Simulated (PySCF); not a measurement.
## Correlation energy of Sc²⁺ (scandium, charge +2)

[Ar] 4s1, 2S determinant (an excited configuration). All numbers are calculated (PySCF 2.14, no relativity, point nucleus, in def2-QZVPPD (11s6p5d3f2g, 93 functions)). Frozen: [Ne]; 9 electrons correlated.

```tsv
level	correlation energy (mhartree)
CCSD	-247.24
(T)	-6.33
CCSD(T)	-253.57
```

Diagnostics: T1 = 0.0069, D1 = 0.0290, largest double amplitude 0.038.

Question: Is a single reference adequate?

Answer: Yes: T1 lies below 0.03 and no double amplitude reaches 0.07.

This basis was not built for core-valence correlation, so the inner-shell part is incomplete.
